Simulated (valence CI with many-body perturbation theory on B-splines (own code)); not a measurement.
Values are calculated unless marked as measured or tabulated.
# Ladder of approximations for Cu15+

Method: valence CI with perturbative core correlation (CI+MBPT): four valence electrons over a frozen Dirac-Fock core [Ne], radial functions for each j: 11 s, 11 p, 9 d, 7 f, 5 g, 2 h, 1 i, with the one-electron correlation potential Σ1 (screened to all orders), the two-electron term Σ2, the three-electron term Σ3, Breit, model QED; selected single and double excitations, second order for the rest (own B-spline code, finite nucleus).

No measured spectrum was set against this ion. As an estimate, levels of excited configurations hold to 0.05 to 0.15 % of their energy, terms of the ground configuration to about 0.5 %.

Each rung adds one term. CI alone is the Dirac-Coulomb CI over the frozen core; QED comes last and gives the full result, which names the levels. Energies are above 3s²3p² ³P_0 on the same rung, in cm⁻¹.

Names give the largest LS component (configuration and term), which can be under half, so a name can repeat, a term be missing and a line seem to break the LS rules; names also repeat where a configuration has a term twice.

```csv
Level,CI alone,Σ1,Σ2,Σ3,Breit,QED,Full
3s²3p² ³P_1,18899,+105,+77,+22,-571,+60,18593
3s²3p² ³P_2,33396,+144,+43,+1,-887,+78,32776
3s²3p² ¹D_2,73185,+236,-106,-69,-1238,+115,72124
3s²3p² ¹S_0,125256,+250,-446,-260,-1117,+96,123780
3s3p³ ⁵S°_2,276482,-691,+1470,+336,-461,-837,276299
3s3p³ ³D°_1,362108,-653,+435,+234,-413,-763,360949
3s3p³ ³D°_2,362637,-643,+449,+233,-489,-762,361425
3s3p³ ³D°_3,369566,-595,+510,+247,-939,-739,368051
3s3p³ ³P°_0,415700,-575,-106,+74,-615,-752,413727
3s3p³ ³P°_1,417756,-559,-112,+85,-805,-737,415628
3s3p³ ³P°_2,419169,-552,-82,+116,-937,-699,417014
3s3p³ ¹D°_2,458126,-528,-605,+209,-1411,-472,455320
3s3p³ ³S°_1,518110,-604,-4855,-98,-380,-874,511299
3s²3p3d ³F°_2,528720,-651,-839,-255,-1421,-4,525548
3s²3p3d ³F°_3,540978,-563,-789,-262,-1911,+41,537493
3s3p³ ¹P°_1,554170,-444,-3914,-144,-1159,-726,547783
3s²3p3d ³F°_4,560098,-437,-699,-249,-2559,+92,556247
3s²3p3d ³P°_2,598356,-593,-3966,-587,-1371,-176,591662
3s²3p3d ³D°_1,608998,-635,-3914,-638,-1358,-78,602375
3s²3p3d ¹D°_2,621395,-532,-4406,-553,-1779,-191,613934
3s²3p3d ³P°_0,623857,-532,-3225,-587,-1791,-14,617708
3s²3p3d ³P°_1,629716,-544,-3765,-616,-1912,-29,622849
3s²3p3d ³D°_3,632577,-521,-4280,-647,-2179,-25,624924
3s²3p3d ³D°_2,634359,-503,-4008,-625,-2130,-37,627055
3s²3p3d ¹F°_3,688877,-491,-4063,-1049,-2222,+61,681112
3s²3p3d ¹P°_1,706358,-453,-3899,-1195,-1979,-36,698797
3p⁴ ³P_2,747265,-1414,-673,+431,-416,-1457,743736
3p⁴ ³P_1,770966,-1306,-444,+412,-1049,-1355,767225
3p⁴ ³P_0,774081,-1308,-609,+395,-923,-1384,770251
3s3p²3d ⁵F_1,781314,-1484,+473,+79,-894,-902,778587
3p⁴ ¹D_2,784594,-1331,-273,+409,-1049,-1349,781001
```

The middle columns are the shifts that each term adds.

(1) How does the ionisation energy move along the ladder, and which term matters most?

Answers

(1) CI alone 517.77, + Σ1 518.48, + Σ2 518.34, + Σ3 518.21, + Breit 517.98, + QED 518.00 eV. The largest step is Σ1, 0.71 eV. NIST lists 518.7 ± 1.2 eV (semi-empirical).
